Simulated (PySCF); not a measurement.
H4Mo, neutral, multiplicity 3. Atoms are numbered in the order given.

```xyz
5

Mo     0.0000     0.0000     0.0000
H      0.9776     0.9776     0.9776
H     -0.9776     0.9776    -0.9776
H     -0.9776    -0.9776     0.9776
H      0.9776    -0.9776    -0.9776
```
Charge 0, spin multiplicity 3.

Coordinates come from a B3LYP-D3(BJ)/def2-TZVPD optimisation. The multiplicity is an assumed one; other spin states were not compared. The def2 effective core potentials stand for the cores of Mo; spin–orbit coupling is left out.

Computed with TDA-B3LYP/def2-TZVPD run with PySCF.

Vertical excitations; the highest root listed may be one member of a degenerate set. Isolated molecule, no solvent.

| state | energy (eV) | λ (nm) | f | main pairs |
|---|---|---|---|---|
| root 1 | 2.43 | 510 | 0.000 | α HOMO−1→LUMO, α HOMO→LUMO+1 (degenerate set) |
| root 2 | 2.43 | 510 | 0.000 | α HOMO−1→LUMO+1, α HOMO→LUMO, α HOMO−1→LUMO+2 (degenerate set) |
| root 3 | 2.43 | 510 | 0.000 | α HOMO→LUMO+2, α HOMO→LUMO+1 (degenerate set) |
| root 4 | 2.66 | 466 | 0.010 | α HOMO→LUMO, α HOMO−1→LUMO+1 (degenerate set) |
| root 5 | 2.66 | 466 | 0.010 | α HOMO→LUMO+1, α HOMO−1→LUMO, α HOMO→LUMO+2 (degenerate set) |
| root 6 | 2.66 | 466 | 0.010 | α HOMO−1→LUMO+2, α HOMO−1→LUMO+1 (degenerate set) |
| root 7 | 4.26 | 291 | 0.000 | β HOMO→LUMO+1, β HOMO−1→LUMO, β HOMO→LUMO (degenerate set) |
| root 8 | 4.26 | 291 | 0.000 | β HOMO→LUMO, β HOMO−2→LUMO, β HOMO−1→LUMO+1, β HOMO−2→LUMO+1 (degenerate set) |
| root 9 | 4.26 | 291 | 0.000 | β HOMO−2→LUMO+1, β HOMO−1→LUMO, β HOMO−2→LUMO, β HOMO−1→LUMO+1 (degenerate set) |
| root 10 | 4.46 | 278 | 0.001 | β HOMO→LUMO 51 %, β HOMO−1→LUMO+1 22 %, β HOMO−1→LUMO 10 % |
Unrestricted roots are not spin-pure.
